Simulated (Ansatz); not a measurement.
**Nudged elastic band run: LiSi16, charge +1**

input.yaml

```yaml
crystal:
  lattice:
    - [0.0, 5.43, 5.43]
    - [5.43, 0.0, 5.43]
    - [5.43, 5.43, 0.0]
  atoms:
    - { symbol: Si, position: [-0.00056816, 0.00042167, 0.00017048] }
    - { symbol: Si, position: [0.12221404, 0.12306169, 0.12284243] }
    - { symbol: Si, position: [-0.00240539, -0.00163288, 0.502108] }
    - { symbol: Si, position: [0.1222083, 0.123051, 0.63207493] }
    - { symbol: Si, position: [-0.00241216, 0.50233015, -0.00183742] }
    - { symbol: Si, position: [0.12220112, 0.63232446, 0.12282002] }
    - { symbol: Si, position: [-0.00241479, 0.50232066, 0.5020873] }
    - { symbol: Si, position: [0.12700898, 0.62451847, 0.62431402] }
    - { symbol: Si, position: [0.50146538, -0.00160966, -0.00180668] }
    - { symbol: Si, position: [0.63134209, 0.12309018, 0.12286883] }
    - { symbol: Si, position: [0.50146236, -0.00161855, 0.50212458] }
    - { symbol: Si, position: [0.62374322, 0.12773932, 0.62433928] }
    - { symbol: Si, position: [0.50145684, 0.50234977, -0.00182693] }
    - { symbol: Si, position: [0.62373762, 0.62453737, 0.12755673] }
    - { symbol: Si, position: [0.49957774, 0.50031064, 0.500128] }
    - { symbol: Si, position: [0.62373589, 0.62452972, 0.62432167] }
    - { symbol: Li, position: [0.24940283, 0.25044488, 0.25017876] }
total_charge: 1
basis:
  ecutwfc: 300.0
kpoints:
  mp_grid: { grid: [2, 2, 2] }
hamiltonian:
  xc: pbesol
  pseudopotentials: { kind: paw, azcp: { folder: soft_1 } }
scf:
  occupations: { method: gaussian, width: 0.02 }
  lower_state_search: "off"
  max_iter: 81
neb:
  images: 3
  f_tol: 0.05
  max_iterations: 50
  order_check: false
  final_atoms:
    - { symbol: Si, position: [0.00064875, -0.00257552, 0.00093157] }
    - { symbol: Si, position: [0.12268313, 0.12714979, 0.12304043] }
    - { symbol: Si, position: [-0.00786098, 0.00265868, 0.50258216] }
    - { symbol: Si, position: [0.1226804, 0.12711463, 0.62706429] }
    - { symbol: Si, position: [0.00061805, 0.50102437, 0.00090262] }
    - { symbol: Si, position: [0.12508908, 0.62494524, 0.12499559] }
    - { symbol: Si, position: [0.00058419, 0.50099402, 0.49748609] }
    - { symbol: Si, position: [0.12267536, 0.62323695, 0.62703022] }
    - { symbol: Si, position: [0.50214868, 0.00238093, -0.00686611] }
    - { symbol: Si, position: [0.6267902, 0.12697235, 0.12306647] }
    - { symbol: Si, position: [0.50206821, 0.00230835, 0.50221698] }
    - { symbol: Si, position: [0.62410285, 0.12555062, 0.62504423] }
    - { symbol: Si, position: [0.4976007, 0.50086293, 0.00073428] }
    - { symbol: Si, position: [0.62675467, 0.62327003, 0.12306285] }
    - { symbol: Si, position: [0.50199314, 0.49366843, 0.50214575] }
    - { symbol: Si, position: [0.62671599, 0.6232703, 0.62684626] }
    - { symbol: Li, position: [0.37257545, -0.12360182, 0.37520103] }
```

Launched with:

```bash
$ ansatz run input.yaml --threads 1 --pin off --max-ram 3072MiB --backend cpu --events-out ev --progress --plain --runs-dir out
```

Output, in part (warnings, iteration lines):

```
NEB end point (image 0): max|allowed force component| = 1.007e-3 eV/Å (the criterion of neb.relax_end_points is 1.000e-2)
NEB end point (image 4): max|allowed force component| = 2.802e-2 eV/Å (the criterion of neb.relax_end_points is 1.000e-2)
NEB iter   1: max|band force component| = 8.278e-1 eV/Å  barrier→ = 0.8117 eV  barrier← = 0.8114 eV  Δτ_max = 0.0868 Å  (40 SCF iters)
NEB iter   2: max|band force component| = 2.373e-1 eV/Å  barrier→ = 0.6369 eV  barrier← = 0.6366 eV  CI = image 2  Δτ_max = 0.1008 Å  (18 SCF iters)
NEB iter   3: max|band force component| = 5.954e-2 eV/Å  barrier→ = 0.5879 eV  barrier← = 0.5876 eV  CI = image 2  Δτ_max = 0.0132 Å  (19 SCF iters)
NEB iter   4: max|band force component| = 2.230e-2 eV/Å  barrier→ = 0.5865 eV  barrier← = 0.5862 eV  CI = image 2  Δτ_max = 0.0000 Å  (15 SCF iters)
```

It converged. The order of the stationary point at the top wasn't checked. The plane-wave cutoff is below what these datasets need, so energies and pressures aren't converged. Limits of this set-up: PAW files made for another functional, charged cell in a uniform background, uncorrected.

Final band (atoms are numbered from 1 in the order of the input):

```csv
image,path coordinate (Å),energy (eV),Si5–Li17 (Å),Si6–Li17 (Å),Si7–Li17 (Å)
0,0.00,0.00,2.74,2.39,2.74
1,0.64,0.25,3.05,2.73,3.05
2,1.28,0.59,3.52,3.35,3.52
3,1.92,0.25,4.03,4.02,4.03
4,2.55,0.00,4.49,4.69,4.49
```

Run time: 31 s on 1 thread of Intel(R) Xeon(R) 6975P-C (Granite Rapids), on a shared host, peak memory 0.59 GiB.
